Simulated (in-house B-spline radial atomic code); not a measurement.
Ionisation energies along the 17-electron series, configuration [Ne] 3s2 3p5, as differences of self-consistent energies. NIST's values go from ground level to ground level; the uncertainty of those that are theory runs from under 0.1 % in few-electron ions to several per cent in heavy many-electron ones. Computed with a radial B-spline atomic code at the basis-set limit: non-relativistic Hartree-Fock, average of the configuration, point nuclei.

This level leaves out relativity, spin-orbit splitting included, which matters for heavy ions.

| ion | configuration after | ionisation energy (eV) | IE/(q+1)² (eV) | -ε less Coulomb ΔSCF (eV) | tabulated value (eV) | tabulated kind | computed minus tabulated (eV) |
| --- | --- | --- | --- | --- | --- | --- | --- |
| Rh28+ | [Ne] 3s2 3p4 | 1605.4 | 1.9089 | 0.8845 | 1604.9 | semi-empirical | 1 |
| Pd29+ | [Ne] 3s2 3p4 | ? | ? | ? | ? | semi-empirical | ? |
| Ag30+ | [Ne] 3s2 3p4 | 1810.5 | 1.884 | 0.88555 | 1810.5 | semi-empirical | 0 |
| Cd31+ | [Ne] 3s2 3p4 | 1917.6 | 1.8727 | 0.88607 | 1917.9 | semi-empirical | 0 |
| In32+ | [Ne] 3s2 3p4 | 2027.8 | 1.862 | 0.88659 | 2028.5 | semi-empirical | -1 |
| Sn33+ | [Ne] 3s2 3p4 | ? | ? | ? | ? | semi-empirical | ? |
| Sb34+ | [Ne] 3s2 3p4 | 2257.1 | 1.8425 | 0.88761 | 2266 | tabulated theory | -9 |
| Te35+ | [Ne] 3s2 3p4 | ? | ? | ? | ? | tabulated theory | ? |
| I36+ | [Ne] 3s2 3p4 | 2498.5 | 1.8251 | 0.8886 | 2510 | tabulated theory | -11 |
| Xe37+ | [Ne] 3s2 3p4 | 2623.8 | 1.817 | 0.88909 | 2637 | tabulated theory | -13 |
| Cs38+ | [Ne] 3s2 3p4 | 2752.1 | 1.8094 | 0.88956 | 2767 | tabulated theory | -15 |
| Ba39+ | [Ne] 3s2 3p4 | 2883.4 | 1.8021 | 0.89003 | 2901 | tabulated theory | -18 |
| La40+ | [Ne] 3s2 3p4 | 3017.7 | 1.7952 | 0.89049 | 3036 | tabulated theory | -18 |
| Ce41+ | [Ne] 3s2 3p4 | 3155.1 | 1.7886 | 0.89094 | 3176 | tabulated theory | -21 |
| Pr42+ | [Ne] 3s2 3p4 | 3295.5 | 1.7823 | 0.89138 | 3319 | tabulated theory | -24 |
| Nd43+ | [Ne] 3s2 3p4 | 3438.9 | 1.7763 | 0.89181 | 3465 | tabulated theory | -26 |
| Pm44+ | [Ne] 3s2 3p4 | 3585.3 | 1.7705 | 0.89223 | 3613 | tabulated theory | -28 |
| Sm45+ | [Ne] 3s2 3p4 | 3734.8 | 1.765 | 0.89264 | 3766 | tabulated theory | -31 |

(1) Fill in the row of Pd29+.

(2) Fill in the row of Sn33+.

(3) Fill in the row of Te35+.

(4) How far is this level of theory from the measured and semi-empirical values?

Results:

(1) ionisation energy (eV): 1706.5; IE/(q+1)² (eV): 1.8961; -ε less Coulomb ΔSCF (eV): 0.88502; tabulated value (eV): 1706.2; computed minus tabulated (eV): 0.

(2) ionisation energy (eV): 2140.9; IE/(q+1)² (eV): 1.852; -ε less Coulomb ΔSCF (eV): 0.8871; tabulated value (eV): 2142.1; computed minus tabulated (eV): -1.

(3) ionisation energy (eV): 2376.3; IE/(q+1)² (eV): 1.8336; -ε less Coulomb ΔSCF (eV): 0.88811; tabulated value (eV): 2386; computed minus tabulated (eV): -10.

(4) Over those 6 rows the differences run from -1.18 to +0.522 eV (mean absolute value 0.5 eV). The calculation leaves out relativity, correlation and, in open shells, the multiplet splittings that an average leaves out.
